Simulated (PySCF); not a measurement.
**Spin-rotation constants: SMILES CC#[N+][GaH2-][CH2]N, C3H9GaN2**

Geometry:
| atom | x (Å) | y (Å) | z (Å) |
| --- | --- | --- | --- |
| C1 | 2.431 | 0.464 | -0.455 |
| C2 | 1.608 | -0.392 | 0.366 |
| N3 | 0.908 | -1.051 | 1.005 |
| Ga4 | -1.186 | -1.196 | 1.451 |
| C5 | -1.655 | -0.187 | -0.226 |
| N6 | -0.877 | 1.043 | -0.377 |
| H7 | 2.959 | -0.123 | -1.219 |
| H8 | 1.732 | 1.168 | -0.934 |
| H9 | 3.159 | 1.010 | 0.160 |
| H10 | -1.469 | -2.744 | 1.509 |
| H11 | -1.196 | -0.343 | 2.788 |
| H12 | -2.754 | -0.024 | -0.232 |
| H13 | -1.446 | -0.851 | -1.083 |
| H14 | -1.226 | 1.601 | -1.157 |
| H15 | -0.996 | 1.629 | 0.449 |

Method: GIAO wB97X-D/pcSseg-1 magnetisability, rotational g tensor and spin-rotation constants, non-relativistic, gas phase (PySCF). Geometry: PBE0-D3(BJ)/def2-SVP.

The calculation is non-relativistic, which matters for the atoms heavier than Zn.

Task: Give the nuclear spin-rotation constants along the inertial axes (H = +C I·J) beside the isotropic shieldings.

Result: Rotational constants 3.4410, 1.4706, 1.0916 GHz. A star marks the isotopologue with that one atom substituted, in its own axes.
```
atom  isotope  Caa (kHz)  Cbb (kHz)  Ccc (kHz)  mean (kHz)  σ (ppm)
  N3      14N      0.147      0.266      0.208       0.207     12.3
 Ga4     69Ga      6.092      2.486      1.991       3.523   1436.2
  N6      14N      0.155      0.058      0.039       0.084    235.9
  H7       1H     -0.270     -0.158     -0.018      -0.149     29.4
  H8       1H     -0.358      0.039     -0.101      -0.140     27.7
  H9       1H     -0.259     -0.140     -0.035      -0.145     29.5
 H10       1H     -0.146     -0.065     -0.032      -0.081     27.0
 H11       1H     -0.240     -0.103      0.029      -0.105     26.9
 H12       1H     -0.084     -0.048     -0.118      -0.083     29.2
 H13       1H     -0.346     -0.138      0.032      -0.151     29.2
 H14       1H     -0.367      0.013     -0.131      -0.162     30.8
 H15       1H     -0.404     -0.167      0.008      -0.188     31.1
  C1     13C*      0.389      0.177      0.145       0.237    179.7
  C2     13C*      0.173      0.622      0.524       0.440     51.2
  C5     13C*      0.487      0.268      0.199       0.318    151.2
```
For the geometry as given, no vibrational averaging.

Task: How do the rotational constants and the g tensor change when H7, H8, H9, H10, H11, H12, H13, H14, H15 are replaced by deuterium?

Result: Constants 2.8401, 1.2631, 0.9508 GHz; g -0.0021, -0.0041, -0.0020, against -0.0025, -0.0044, -0.0019 before.
